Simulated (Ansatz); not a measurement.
Species: CH3Mg, charge 0, doublet. CH3Mg (SMILES [Mg][CH3], doublet).
B3LYP-D3(BJ)/def2-TZVP minimum from Ansatz (a program for electronic structure):
```xyz
5

Mg    -0.6872    -0.3966    -0.5519
C      0.8270     0.4772     0.6641
H      1.3509    -0.2981     1.2286
H      0.3829     1.1853     1.3681
H      1.5509     1.0082     0.0409
```
Charge 0, spin multiplicity 2.

Total energies in def2-TZVPP, 9 correlated electrons, 6 frozen orbitals. UHF or UKS for unpaired electrons; spin-orbit terms are left out. Correlated methods leave the cores frozen. No relativity. The spin of CH3Mg ([CH3][Mg], doublet) was assumed, and the state is the lowest solution found for it.

```csv
method,program,energy (Eh),minus CCSDT(Q) (mEh)
HF,Ansatz,-239.20551,235.90
MP2,Ansatz,-239.41330,28.11
CCSD,Ansatz,-239.43208,9.33
CCSD(T),Ansatz,-239.44050,0.91
CCSDT(Q),Ansatz,-239.44141,0.00
```

Rough core times of Ansatz's runs on a shared machine: CCSD(T) under 20 s, CCSDT(Q) 7 min.
